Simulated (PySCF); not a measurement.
**A series of related molecules**

Computed, not measured: PySCF 2.14.0, TDDFT B3LYP/def2-SVPD circular dichroism and optical rotation, one conformer, gas phase. Geometry: GFN2-xTB.

Each molecule in one low-energy conformer. The parent is CC[C@@]12C[C@@H]1C[C@@H]2O.

The molecule is flexible and this is one conformer; a measurement averages over conformers.

Question: How does the specific rotation at 589.3 nm (origin-invariant length gauge) change along this series?
- CC[C@@]12C[C@@H]1C[C@@H]2O (base)
- CC[C@]12C[C@H]1C[C@@H]2O (diastereomer)

Answer: 
| molecule | [α]589 (deg dm⁻¹ (g/mL)⁻¹) | S1 (eV) | R(S1), velocity form (10⁻⁴⁰ esu² cm²) |
| --- | --- | --- | --- |
| CC[C@@]12C[C@@H]1C[C@@H]2O | -53.3 | 6.36 | +8.2 |
| CC[C@]12C[C@H]1C[C@@H]2O | +21.5 | 6.35 | +7.2 |

The specific rotation at 589.3 nm (origin-invariant length gauge) is lowest for CC[C@@]12C[C@@H]1C[C@@H]2O and highest for CC[C@]12C[C@H]1C[C@@H]2O.
